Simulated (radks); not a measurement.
Values are calculated unless marked as measured or tabulated.
Problem. Ionisation of K10+, [He] 2s2 2p5, to K11+, [He] 2s2 2p4, under several functionals. Scalar-relativistic Kohn-Sham, spin-polarised, spherical densities, finite nucleus; open shells are filled with parallel spins first; a radial shooting solver on a logarithmic mesh with Libxc functionals. The NIST Atomic Spectra Database gives 566 eV (semi-empirical). Rank these functionals by the error of their Delta-SCF ionisation energy: exchange-only B88; XLYP; exchange-only PBE; BLYP; PW91; exchange-only r2SCAN; Wu-Cohen GGA; exchange-only LDA; LDA (Slater exchange, Perdew-Zunger correlation); PBEsol; r2SCAN; LDA (Slater exchange, VWN5 correlation).

Solution. From best to worst: exchange-only r2SCAN 565.67 eV (+0.1); PBEsol 565.80 eV (+0.2); LDA (Slater exchange, VWN5 correlation) 566.08 eV (+0.5); LDA (Slater exchange, Perdew-Zunger correlation) 566.16 eV (+0.6); exchange-only B88 564.86 eV (-0.7); Wu-Cohen GGA 566.41 eV (+0.8); BLYP 566.48 eV (+0.9); exchange-only PBE 564.59 eV (-1.0); XLYP 566.61 eV (+1.0); PW91 566.75 eV (+1.2); r2SCAN 567.25 eV (+1.7); exchange-only LDA 563.05 eV (-2.5). Open shells are spherical and high-spin; term and fine-structure splittings are not resolved.
